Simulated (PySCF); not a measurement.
## UHF on S²⁺ (sulfur, charge +2)

Configuration: [Ne] 3s2 3p2, high-spin 3P determinant. Calculation: PySCF 2.14, in aug-cc-pCVTZ-DK; scalar relativity by spin-free X2C-1e.

* Total energy: -397.417584 hartree
* One-electron energy: -536.6810 hartree
* Hartree (Coulomb) energy: 163.7872 hartree
* Exchange energy: -24.5237 hartree
* ⟨S²⟩: 2.0114
* ⟨L²⟩: 2.033
* Sum of ⟨r⟩: 10.50 bohr
* Sum of ⟨r²⟩: 15.04 bohr²
* Traceless quadrupole moment −½Σ⟨3z² − r²⟩ along its main axis: 1.45 e·bohr²
* Langevin diamagnetic susceptibility: -11.9 ×10⁻⁶ cm³/mol

```
shell  electrons  mean orbital energy (hartree)  spread (hartree)  rms radius, mean of both spins (bohr)
 1s α          1                      -93.27663                 0                                  0.112
 1s β          1                      -93.25148                 0                                  0.112
 2s α          1                      -10.01205                 0                                  0.515
 2s β          1                       -9.98776                 0                                  0.515
 2p α          3                       -7.64644           0.02349                                  0.491
 2p β          3                       -7.60112           0.02700                                  0.491
 3s α          1                       -1.78786                 0                                   1.71
 3s β          1                       -1.54411                 0                                   1.71
 3p α          2                       -1.27580                 0                                   1.90
```

Densities and radii are taken from the X2C orbitals without a picture-change correction, which distorts them close to the nucleus.

Spin-orbit constants ζ (cm⁻¹) from the X2C one-electron operator on these orbitals: bare nucleus, nucleus screened by l(l+1)(2l+1)/3 electrons, and screened by the Breit-Pauli mean field of the electrons.

```csv
shell,bare,screened nucleus,mean field
2p,7519,6579,6153
3p,620.4,542.8,501.3
```

To first order the Landé constant is A = 250.7 cm⁻¹, so the lowest level has J = 0 and lies 0.0622 eV below the centre of the term. This holds in LS coupling only.
